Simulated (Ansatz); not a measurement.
Isolated molecules relaxed with PBE0-D4/def2-TZVP in Ansatz; ΔE leaves out vibrations. CCSD(T)/CBS is the MP2 limit (def2-TZVPP, def2-QZVPP) plus CCSD(T) − MP2 in def2-TZVPP, frozen cores. This one scheme is used for every species. Functionals use def2-TZVPP. B3LYP here is the variant with VWN-RPA as its local correlation; programs differ in this. For Ge outer-core shells are correlated without core-valence functions, which leaves a few kJ/mol of doubt a bond. Scalar relativity is left out up to krypton. Each species was taken in one conformer, which may not be the lowest.

`Cl[SiH2][SiH2][GeH3]` + `N[SiH3]` → `[SiH3]N[SiH2][SiH2]Cl` + GeH₄  (cleavage of the Si–Ge bond)

```csv
level,ΔE (kJ/mol),difference from CCSD(T)/CBS
PBE-D4,-14.4,12.5
r2SCAN-D4,-23.1,3.8
PBE0-D4,-18.8,8.1
B3LYP-D4,-29.8,-2.9
ωB97X-V,-29.0,-2.1
ωB97M-V,-30.7,-3.8
B2PLYP,-26.5,0.4
PBE,-9.2,17.7
r2SCAN,-21.5,5.4
PBE0,-14.2,12.7
B3LYP,-21.6,5.3
HF/def2-TZVPP,-37.4,-10.5
MP2/def2-TZVPP,-30.8,-3.9
SCS-MP2/def2-TZVPP,-33.7,-6.8
CCSD/def2-TZVPP,-28.6,-1.7
CCSD(T)/def2-TZVPP,-27.7,-0.8
HF/def2-QZVPP,-39.4,-12.5
MP2/def2-QZVPP,-31.0,-4.1
SCS-MP2/def2-QZVPP,-34.1,-7.2
HF/CBS(def2),-39.6,-12.7
MP2/CBS(def2),-29.9,-3.0
CCSD/CBS(def2),-27.7,-0.8
CCSD(T)/CBS,-26.9,0
```

Largest T1 diagnostic among the species: 0.012.

In def2-TZVPP, CCSD(T) changes the Hartree–Fock value by +9.7 kJ/mol (the triples alone add +0.9 kJ/mol) and MP2 by +6.6 kJ/mol. The D4 term adds −8.2 kJ/mol with B3LYP and −4.6 kJ/mol with PBE0; it sums over pairs of atoms, weighted by their polarisabilities, and B3LYP, whose exchange is more repulsive, gets the larger term.
